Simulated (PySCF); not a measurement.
## Computed structure and properties of [Dy(H2S)]3+

System: [Dy(H2S)]3+ (singlet in the valence; each metal's 4f electrons, 9 of them, lie in its core potential, out of spins and levels); start: template (Cs). Method: PySCF 2.14.0, RKS B3LYP, Dy lcecp-1-SVP with ECP55, S def2-SVP, H def2-SVP; non-relativistic Hamiltonian with scalar-relativistic core potentials where named; density fitting; no spin-orbit coupling.

Input of the relaxation:

```python
mol = gto.M(atom='''
Dy     0.00000    -0.00764    -0.49459
S      0.00000    -0.00764     2.35291
H      0.97000     0.74236     2.90291
H     -0.97000     0.74236     2.90291''',
    basis={'Dy': 'lcecp-1-SVP', 'S': 'def2-SVP', 'H': 'def2-SVP'},
    ecp={'Dy': 'lcecp-1-SVP'},
    charge=3, spin=0)
mf = dft.RKS(mol, xc='B3LYP')
mf.grids.atom_grid = (50, 194)  # f atoms: unpruned, at least (60, 302)
mf = mf.density_fit()  # fitting sets: Dy AutoAux, S def2-universal-JKFIT, H def2-universal-JKFIT
mf.conv_tol = 1e-08; mf.max_cycle = 55
mf.kernel(dm0)  # dm0: converged density of the start geometry
# quasi-Newton relaxation in Cartesian coordinates to a largest gradient under 0.00045 Eh/bohr, steps kept in the point group
```

Run from Python with OMP_NUM_THREADS=2; the lines above give its settings. Where DIIS fails, smearing, a level shift and second-order steps follow.
It took 8.2 s on 2 threads of Arm Neoverse V1, on a shared host, from the converged density of the start.

Course of the relaxation:

| step | energy above end (eV) | largest force component within the symmetry (eV/Å) |
| --- | --- | --- |
| 0 | 0.0914 | 0.968 |
| 1 | 0.0166 | 0.355 |
| 2 | 0.0065 | 0.237 |
| 3 | 0.0008 | 0.111 |
| 4 | 0.0001 | 0.052 |
| 5 | 0.0000 | 0.011 |
| 6 | 0.0000 | 0.006 |

Relaxed geometry (Cs):

```xyz
4

Dy    0.0000    0.0168   -0.3995
S     0.0000   -0.0185    2.3613
H     1.0503    0.7356    2.8512
H    -1.0503    0.7356    2.8512
```

```tsv
contact	Å
Dy1–S2 (H2S)	2.761
```

On the finer grid (75, 302):

```
HOMO                                                          : -24.15 eV
LUMO                                                          : -20.47 eV
Dipole about the centre of mass                               : 2.75 D
Set of Mulliken populations of Dy1 outside the core potential : s 2.15, p 6.07, d 0.45, f 0.01
D3(BJ) dispersion energy (not in the energies)                : -0.216 eV
```

| atom | Mulliken (e) | Löwdin (e) | spin (e) |
| --- | --- | --- | --- |
| Dy1 | 2.32 | 2.12 | 0.00 |
| S2 | 0.08 | 0.57 | 0.00 |
| H3 | 0.30 | 0.15 | 0.00 |
| H4 | 0.30 | 0.15 | 0.00 |

The 4f levels lie in the core potential and are missing. Their spin isn't counted.

On the grid (50, 194), as all that follows. Harmonic modes: a minimum; lowest 210 cm⁻¹ (negative: unstable), highest 2474 cm⁻¹, zero-point energy 0.445 eV.

Taking off one H2S (charge 0, singlet; the rest: singlet) in vacuum, both parts rigid, costs 4.84 eV; the small basis without counterpoise inflates it. Parting with an electron moved from the ligand to the metal can be far cheaper, even downhill.

Rigid scan of H2S along the line from its metal:

```csv
distance to S2 (Å),energy (eV)
2.46,0.372
2.56,0.144
2.66,0.032
2.76,0.000
2.86,0.024
2.96,0.084
3.16,0.261
```

One start shape was tried, so this needn't be the lowest isomer.

An lcecp potential fixes the number of 4f electrons, so in runs with it no electron can move into or out of that shell.
